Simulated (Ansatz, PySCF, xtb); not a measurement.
Reaction R1 + R2 → P1 + P2, each structure at its B3LYP-D3(BJ)/def2-TZVP stationary point, reached from a drawn start (curvature not checked).
P1, H2 (SMILES [H][H]) (charge 0, multiplicity 1):
```xyz
2

H      0.00000     0.00000     0.37199
H      0.00000     0.00000    -0.37199
```
R1: HF (SMILES F), charge 0, multiplicity 1.
R2, SiH4 (SMILES [SiH4]) (charge 0, multiplicity 1):
```xyz
5

Si     0.0000     0.0000     0.0000
H      0.8547     0.8547     0.8547
H     -0.8547    -0.8547     0.8547
H     -0.8547     0.8547    -0.8547
H      0.8547    -0.8547    -0.8547
```
P2: FH3Si (SMILES F[SiH3]), charge 0, multiplicity 1.

```tsv
level	reaction energy (kcal/mol)	minus CCSD(T)/cc-pV(Q+d)Z
GFN1-xTB	-44.52	-18.56
GFN2-xTB	-33.28	-7.32
HF/cc-pV(T+d)Z	-26.26	-0.30
HF/cc-pV(Q+d)Z	-26.93	-0.97
PBE/def2-TZVPP	-23.15	2.81
PBE-D3(BJ)/def2-TZVPP	-23.20	2.76
PBE-D4/def2-TZVPP	-23.26	2.70
BLYP/def2-TZVPP	-25.65	0.31
BLYP-D3(BJ)/def2-TZVPP	-25.78	0.18
BLYP-D4/def2-TZVPP	-25.89	0.07
revPBE/def2-TZVPP	-23.01	2.95
revPBE-D3(BJ)/def2-TZVPP	-23.11	2.85
revPBE-D4/def2-TZVPP	-23.29	2.67
r2SCAN/def2-TZVPP	-26.30	-0.34
r2SCAN-D3(BJ)/def2-TZVPP	-26.31	-0.35
B97M-V/def2-TZVPP	-25.92	0.04
B3LYP/def2-TZVPP	-25.48	0.48
B3LYP-D3(BJ)/def2-TZVPP	-25.59	0.37
B3LYP-D4/def2-TZVPP	-25.66	0.30
PBE0/def2-TZVPP	-23.00	2.96
PBE0-D4/def2-TZVPP	-23.09	2.87
BHLYP/def2-TZVPP	-25.99	-0.03
BHLYP-D3(BJ)/def2-TZVPP	-26.08	-0.13
M06-2X/def2-TZVPP	-27.63	-1.67
CAM-B3LYP-D3(BJ)/def2-TZVPP	-26.02	-0.06
CAM-B3LYP-D4/def2-TZVPP	-26.06	-0.10
wB97M-V/def2-TZVPP	-25.60	0.36
B2PLYP/def2-TZVPP	-26.01	-0.05
B2PLYP-D3(BJ)/def2-TZVPP	-26.07	-0.11
B2PLYP-D4/def2-TZVPP	-26.09	-0.13
MP2/cc-pV(D+d)Z	-21.84	4.12
MP2/cc-pV(T+d)Z	-26.77	-0.81
MP2/cc-pV(Q+d)Z	-27.29	-1.33
SCS-MP2/cc-pV(D+d)Z	-22.08	3.88
SCS-MP2/cc-pV(T+d)Z	-26.93	-0.97
SCS-MP2/cc-pV(Q+d)Z	-27.41	-1.45
CCSD/cc-pV(D+d)Z	-19.73	6.23
CCSD/cc-pV(T+d)Z	-24.93	1.03
CCSD(T)/cc-pV(T+d)Z	-25.14	0.82
CCSD(T)/cc-pV(Q+d)Z	-25.96	0.00
```

 The comparison column counts from a level with limits of its own.

P less R. No zero-point or thermal terms.

Frozen-core correlation throughout.

Codes used: Ansatz (Gaussian basis) for Hartree–Fock, density functionals and correlated methods; PySCF for M06-2X and the D3/D4 terms; xtb for the GFN methods. Each number belongs to the level named beside it.

Ansatz is a quantum-chemistry and plane-wave program.
